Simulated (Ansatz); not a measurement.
The inner images of a band of Cl2Zn + H3Si (7 atoms, charge 0, multiplicity 2) are given out of order.

The calculation used UKS PBE0-D4/def2-SVP in Ansatz 0.2.0.

Image 0:

```xyz
7
Properties=species:S:1:pos:R:3
Zn 0.000 0.000 -0.422
Cl 0.000 0.000 1.680
Cl 0.000 0.000 -2.519
Si 0.000 0.000 5.320
H -0.769 -1.197 5.778
H 1.421 -0.067 5.778
H -0.652 1.264 5.778
```

Image 8:

```xyz
7
Properties=species:S:1:pos:R:3
Zn 0.000 0.000 -0.464
Cl 0.000 0.000 2.953
Cl 0.000 0.000 -2.633
Si 0.000 0.000 5.032
H -0.763 -1.188 5.502
H 1.410 -0.067 5.502
H -0.647 1.254 5.502
```

**Question.** Put them in order from the first end to the last, with their energies above the first end.
A.
```xyz
7
Properties=species:S:1:pos:R:3
Zn 0.000 0.000 0.053
Cl 0.000 0.000 2.664
Cl 0.000 0.000 -2.101
Si 0.000 0.000 4.837
H -0.764 -1.189 5.313
H 1.412 -0.067 5.313
H -0.648 1.256 5.313
```
B.
```xyz
7
Properties=species:S:1:pos:R:3
Zn 0.000 0.000 0.019
Cl 0.000 0.000 2.145
Cl 0.000 0.000 -2.083
Si 0.000 0.000 5.015
H -0.773 -1.204 5.432
H 1.429 -0.068 5.432
H -0.656 1.272 5.432
```
C.
```xyz
7
Properties=species:S:1:pos:R:3
Zn 0.000 0.000 0.115
Cl 0.000 0.000 2.393
Cl 0.000 0.000 -2.021
Si 0.000 0.000 4.891
H -0.769 -1.197 5.338
H 1.421 -0.067 5.338
H -0.653 1.265 5.338
```
D.
```xyz
7
Properties=species:S:1:pos:R:3
Zn 0.000 0.000 -0.112
Cl 0.000 0.000 2.811
Cl 0.000 0.000 -2.274
Si 0.000 0.000 4.900
H -0.765 -1.191 5.356
H 1.414 -0.067 5.356
H -0.649 1.258 5.356
```
E.
```xyz
7
Properties=species:S:1:pos:R:3
Zn 0.000 0.000 -0.288
Cl 0.000 0.000 2.884
Cl 0.000 0.000 -2.454
Si 0.000 0.000 4.965
H -0.764 -1.189 5.428
H 1.412 -0.067 5.428
H -0.648 1.256 5.428
```
F.
```xyz
7
Properties=species:S:1:pos:R:3
Zn 0.000 0.000 -0.273
Cl 0.000 0.000 1.829
Cl 0.000 0.000 -2.370
Si 0.000 0.000 5.212
H -0.769 -1.198 5.664
H 1.422 -0.067 5.665
H -0.653 1.265 5.665
```
G.
```xyz
7
Properties=species:S:1:pos:R:3
Zn 0.000 0.000 -0.126
Cl 0.000 0.000 1.981
Cl 0.000 0.000 -2.222
Si 0.000 0.000 5.112
H -0.771 -1.201 5.549
H 1.426 -0.067 5.549
H -0.655 1.269 5.549
```

**Answer.** F (+0.008 eV), G (+0.042 eV), B (+0.120 eV), C (+0.243 eV), A (-0.019 eV), D (-0.157 eV), E (-0.216 eV).

Run time: 110 s on 4 threads of Arm Neoverse V2 (shared host), peak memory 0.36 GiB.
